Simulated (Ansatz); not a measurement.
Ansatz (a first-principles code) input (B3LYP-D3(BJ)/def2-TZVP):

Ansatz 0.2 input:
```yaml
crystal:
  periodic: [false, false, false]
  atoms:
    - {symbol: C, position_ang: [-2.52831680, 0.11578448, -0.31820837]}
    - {symbol: C, position_ang: [-1.30829404, -0.68360827, 0.11283828]}
    - {symbol: C, position_ang: [0.00272991, 0.07041121, -0.02572386]}
    - {symbol: O, position_ang: [0.04674111, 1.20556900, -0.44043968]}
    - {symbol: C, position_ang: [1.25530769, -0.68304098, 0.38645007]}
    - {symbol: C, position_ang: [2.53747260, 0.12036634, 0.23193359]}
    - {symbol: H, position_ang: [-2.62577409, 1.02640289, 0.27257370]}
    - {symbol: H, position_ang: [-2.44824723, 0.41558141, -1.36296400]}
    - {symbol: H, position_ang: [-3.43748333, -0.47445038, -0.19650314]}
    - {symbol: H, position_ang: [-1.39588158, -1.00575547, 1.15646321]}
    - {symbol: H, position_ang: [-1.21969244, -1.61109044, -0.46374638]}
    - {symbol: H, position_ang: [1.11796635, -1.01267743, 1.42230743]}
    - {symbol: H, position_ang: [1.29460508, -1.60641661, -0.20213854]}
    - {symbol: H, position_ang: [3.40086801, -0.46994954, 0.54152794]}
    - {symbol: H, position_ang: [2.50417452, 1.02692192, 0.83596329]}
    - {symbol: H, position_ang: [2.68213966, 0.42740496, -0.80370437]}
basis:
  gaussian:
    orbitals: def2-TZVP
hamiltonian:
  xc: b3lyp
  dispersion: d3bj
phonons: {temperatures: {t_min: 298.15, t_max: 298.15, t_step: 100}}
```

Output:

```
Functional definition: B3LYP
integrals: 0.18 GiB planned
1491 factors; their error is unknown
0.33 GiB of the device are held for the grids
1.32 GiB of device memory are held for the factors and their scratch space
mean field: 1.37 GiB planned
mean field evaluation 1: about -7383.6918 eV, gradient 8.3e1 eV
mean field evaluation 2: about -7373.2967 eV, gradient 1.1e2 eV
mean field evaluation 4: about -7398.5465 eV, gradient 8.2e0 eV
mean field evaluation 8: about -7398.6764 eV, gradient 9.0e-2 eV
mean field evaluation 16: about -7398.6474 eV, gradient 8.6e-5 eV
mean field -7398.64744630 eV, -271.8952786681 hartree, gradient 2.1e-5 eV, S^2 0.000000; 0 other end points of the search recorded, 0 dependent functions left out
the calculation of the forces begins
reference -7398.64775914 eV, -271.8952901648 hartree; 24, 24 occupied and 222, 222 virtual orbitals, 1491 factors
these checks for a lower state are left out or cut short: stability, starts, cluster_reference, orbital_swaps, neighbouring_geometries, increment
integrals: 0.18 GiB planned
1491 factors; their error is unknown
0.33 GiB of the device are held for the grids
1.32 GiB of device memory are held for the factors and their scratch space
mean field: 1.37 GiB planned
mean field -7398.64724356 eV, -271.8952712176 hartree, gradient 2.8e-6 eV, S^2 0.000000; 0 other end points of the search recorded, 0 dependent functions left out
the calculation of the forces begins
reference -7398.64755645 eV, -271.8952827162 hartree; 24, 24 occupied and 222, 222 virtual orbitals, 1491 factors
these checks for a lower state are left out or cut short: stability, starts, cluster_reference, orbital_swaps, neighbouring_geometries, increment
integrals: 0.18 GiB planned
1491 factors; their error is unknown
0.33 GiB of the device are held for the grids
1.32 GiB of device memory are held for the factors and their scratch space
mean field: 1.37 GiB planned
mean field evaluation 32: about -7398.6473 eV, gradient 1.0e-6 eV
mean field -7398.64734005 eV, -271.8952747636 hartree, gradient 2.8e-6 eV, S^2 0.000000; 0 other end points of the search recorded, 0 dependent functions left out
the calculation of the forces begins
reference -7398.64765284 eV, -271.8952862583 hartree; 24, 24 occupied and 222, 222 virtual orbitals, 1491 factors
these checks for a lower state are left out or cut short: stability, starts, cluster_reference, orbital_swaps, neighbouring_geometries, increment
integrals: 0.18 GiB planned
1491 factors; their error is unknown
0.33 GiB of the device are held for the grids
1.32 GiB of device memory are held for the factors and their scratch space
mean field: 1.37 GiB planned
mean field -7398.64728552 eV, -271.8952727597 hartree, gradient 2.8e-6 eV, S^2 0.000000; 0 other end points of the search recorded, 0 dependent functions left out
the calculation of the forces begins
reference -7398.64759832 eV, -271.8952842546 hartree; 24, 24 occupied and 222, 222 virtual orbitals, 1491 factors
these checks for a lower state are left out or cut short: stability, starts, cluster_reference, orbital_swaps, neighbouring_geometries, increment
integrals: 0.18 GiB planned
1491 factors; their error is unknown
0.33 GiB of the device are held for the grids
1.32 GiB of device memory are held for the factors and their scratch space
mean field: 1.37 GiB planned
mean field -7398.64727655 eV, -271.8952724298 hartree, gradient 2.9e-6 eV, S^2 0.000000; 0 other end points of the search recorded, 0 dependent functions left out
[...]
reference -7398.64776186 eV, -271.8952902649 hartree; 24, 24 occupied and 222, 222 virtual orbitals, 1491 factors
these checks for a lower state are left out or cut short: stability, starts, cluster_reference, orbital_swaps, neighbouring_geometries, increment
integrals: 0.18 GiB planned
1491 factors; their error is unknown
0.33 GiB of the device are held for the grids
1.32 GiB of device memory are held for the factors and their scratch space
mean field: 1.37 GiB planned
mean field -7398.64740850 eV, -271.8952772790 hartree, gradient 2.8e-6 eV, S^2 0.000000; 0 other end points of the search recorded, 0 dependent functions left out
the calculation of the forces begins
reference -7398.64772133 eV, -271.8952887753 hartree; 24, 24 occupied and 222, 222 virtual orbitals, 1491 factors
these checks for a lower state are left out or cut short: stability, starts, cluster_reference, orbital_swaps, neighbouring_geometries, increment
integrals: 0.18 GiB planned
1491 factors; their error is unknown
0.33 GiB of the device are held for the grids
1.32 GiB of device memory are held for the factors and their scratch space
mean field: 1.37 GiB planned
mean field -7398.64744220 eV, -271.8952785175 hartree, gradient 2.8e-6 eV, S^2 0.000000; 0 other end points of the search recorded, 0 dependent functions left out
the calculation of the forces begins
reference -7398.64775505 eV, -271.8952900144 hartree; 24, 24 occupied and 222, 222 virtual orbitals, 1491 factors
these checks for a lower state are left out or cut short: stability, starts, cluster_reference, orbital_swaps, neighbouring_geometries, increment
integrals: 0.18 GiB planned
1491 factors; their error is unknown
0.33 GiB of the device are held for the grids
1.32 GiB of device memory are held for the factors and their scratch space
mean field: 1.37 GiB planned
mean field evaluation 320: about -7398.6474 eV, gradient 2.8e-6 eV
mean field -7398.64737582 eV, -271.8952760782 hartree, gradient 2.8e-6 eV, S^2 0.000000; 0 other end points of the search recorded, 0 dependent functions left out
the calculation of the forces begins
reference -7398.64768870 eV, -271.8952875762 hartree; 24, 24 occupied and 222, 222 virtual orbitals, 1491 factors
these checks for a lower state are left out or cut short: stability, starts, cluster_reference, orbital_swaps, neighbouring_geometries, increment
integrals: 0.18 GiB planned
1491 factors; their error is unknown
0.33 GiB of the device are held for the grids
1.32 GiB of device memory are held for the factors and their scratch space
mean field: 1.37 GiB planned
mean field -7398.64733459 eV, -271.8952745628 hartree, gradient 2.8e-6 eV, S^2 0.000000; 0 other end points of the search recorded, 0 dependent functions left out
the calculation of the forces begins
reference -7398.64764739 eV, -271.8952860581 hartree; 24, 24 occupied and 222, 222 virtual orbitals, 1491 factors
these checks for a lower state are left out or cut short: stability, starts, cluster_reference, orbital_swaps, neighbouring_geometries, increment
integrals: 0.18 GiB planned
1491 factors; their error is unknown
0.33 GiB of the device are held for the grids
1.32 GiB of device memory are held for the factors and their scratch space
mean field: 1.37 GiB planned
mean field -7398.64741339 eV, -271.8952774588 hartree, gradient 2.8e-6 eV, S^2 0.000000; 0 other end points of the search recorded, 0 dependent functions left out
the calculation of the forces begins
reference -7398.64772623 eV, -271.8952889553 hartree; 24, 24 occupied and 222, 222 virtual orbitals, 1491 factors
these checks for a lower state are left out or cut short: stability, starts, cluster_reference, orbital_swaps, neighbouring_geometries, increment
integrals: 0.18 GiB planned
1491 factors; their error is unknown
0.33 GiB of the device are held for the grids
1.32 GiB of device memory are held for the factors and their scratch space
mean field: 1.37 GiB planned
mean field -7398.64744645 eV, -271.8952786738 hartree, gradient 2.8e-6 eV, S^2 0.000000; 0 other end points of the search recorded, 0 dependent functions left out
the calculation of the forces begins
reference -7398.64775930 eV, -271.8952901705 hartree; 24, 24 occupied and 222, 222 virtual orbitals, 1491 factors
these checks for a lower state are left out or cut short: stability, starts, cluster_reference, orbital_swaps, neighbouring_geometries, increment
integrals: 0.18 GiB planned
1491 factors; their error is unknown
0.33 GiB of the device are held for the grids
1.32 GiB of device memory are held for the factors and their scratch space
mean field: 1.37 GiB planned
mean field -7398.64734444 eV, -271.8952749250 hartree, gradient 2.8e-6 eV, S^2 0.000000; 0 other end points of the search recorded, 0 dependent functions left out
the calculation of the forces begins
reference -7398.64765725 eV, -271.8952864205 hartree; 24, 24 occupied and 222, 222 virtual orbitals, 1491 factors
these checks for a lower state are left out or cut short: stability, starts, cluster_reference, orbital_swaps, neighbouring_geometries, increment
integrals: 0.18 GiB planned
1491 factors; their error is unknown
0.33 GiB of the device are held for the grids
1.32 GiB of device memory are held for the factors and their scratch space
mean field: 1.37 GiB planned
mean field evaluation 352: about -7398.6474 eV, gradient 4.5e-4 eV
mean field -7398.64739937 eV, -271.8952769434 hartree, gradient 2.8e-6 eV, S^2 0.000000; 0 other end points of the search recorded, 0 dependent functions left out
the calculation of the forces begins
reference -7398.64771224 eV, -271.8952884411 hartree; 24, 24 occupied and 222, 222 virtual orbitals, 1491 factors
these checks for a lower state are left out or cut short: stability, starts, cluster_reference, orbital_swaps, neighbouring_geometries, increment
integrals: 0.18 GiB planned
1491 factors; their error is unknown
0.33 GiB of the device are held for the grids
1.32 GiB of device memory are held for the factors and their scratch space
mean field: 1.37 GiB planned
mean field -7398.64740054 eV, -271.8952769864 hartree, gradient 2.8e-6 eV, S^2 0.000000; 0 other end points of the search recorded, 0 dependent functions left out
the calculation of the forces begins
reference -7398.64771335 eV, -271.8952884821 hartree; 24, 24 occupied and 222, 222 virtual orbitals, 1491 factors
these checks for a lower state are left out or cut short: stability, starts, cluster_reference, orbital_swaps, neighbouring_geometries, increment
integrals: 0.18 GiB planned
1491 factors; their error is unknown
0.33 GiB of the device are held for the grids
1.32 GiB of device memory are held for the factors and their scratch space
mean field: 1.37 GiB planned
mean field -7398.64741611 eV, -271.8952775587 hartree, gradient 2.8e-6 eV, S^2 0.000000; 0 other end points of the search recorded, 0 dependent functions left out
the calculation of the forces begins
reference -7398.64772897 eV, -271.8952890562 hartree; 24, 24 occupied and 222, 222 virtual orbitals, 1491 factors
WARN: phonons: modes at or below zero, which the zero-point energy, F, S and C_V leave out: 1, the lowest at -15.98 cm⁻¹ …
Total energy: -7399.18113872 eV, -271.9148915030 hartree
Atom 0 at    -2.528317     0.115784    -0.318208 Å, force     0.000100     0.000023    -0.000043 eV/Å
Atom 1 at    -1.308294    -0.683608     0.112838 Å, force    -0.000609    -0.000012     0.000020 eV/Å
Atom 2 at     0.002730     0.070411    -0.025724 Å, force     0.000012     0.000316    -0.000116 eV/Å
Atom 3 at     0.046741     1.205569    -0.440440 Å, force    -0.000030    -0.000762     0.000278 eV/Å
Atom 4 at     1.255308    -0.683041     0.386450 Å, force     0.000606    -0.000064     0.000008 eV/Å
Atom 5 at     2.537473     0.120366     0.231934 Å, force    -0.000097     0.000052     0.000016 eV/Å
Atom 6 at    -2.625774     1.026403     0.272574 Å, force    -0.000051     0.000206    -0.000030 eV/Å
Atom 7 at    -2.448247     0.415581    -1.362964 Å, force     0.000014     0.000033    -0.000018 eV/Å
Atom 8 at    -3.437483    -0.474450    -0.196503 Å, force     0.000064    -0.000217     0.000081 eV/Å
Atom 9 at    -1.395882    -1.005755     1.156463 Å, force     0.000235     0.000053    -0.000103 eV/Å
Atom 10 at    -1.219692    -1.611090    -0.463746 Å, force     0.000157     0.000141     0.000009 eV/Å
Atom 11 at     1.117966    -1.012677     1.422307 Å, force    -0.000147     0.000112    -0.000101 eV/Å
Atom 12 at     1.294605    -1.606417    -0.202139 Å, force    -0.000228     0.000122     0.000039 eV/Å
Atom 13 at     3.400868    -0.469950     0.541528 Å, force    -0.000080    -0.000214     0.000076 eV/Å
Atom 14 at     2.504175     1.026922     0.835963 Å, force    -0.000011     0.000037    -0.000008 eV/Å
Atom 15 at     2.682140     0.427405    -0.803704 Å, force     0.000066     0.000173    -0.000108 eV/Å
Dipole moment:    -0.020808    -0.536677     0.196068 e Å
Vibrations: -15.98 62.88 193.77 196.64 211.96 311.48 408.24 467.06 623.64 712.29 783.54 824.44 966.10 1005.11 1014.41 1024.42 1117.57 1141.51 1144.03 1265.33 1308.62 1358.07 1385.99 1419.00 1419.44 1448.90 1462.27 1493.47 1493.63 1499.92 1500.05 1783.83 3011.59 3022.28 3032.54 3044.95 3048.00 3048.45 3110.20 3110.56 3116.50 3116.95 cm⁻¹, zero-point energy 3.825510 eV
```
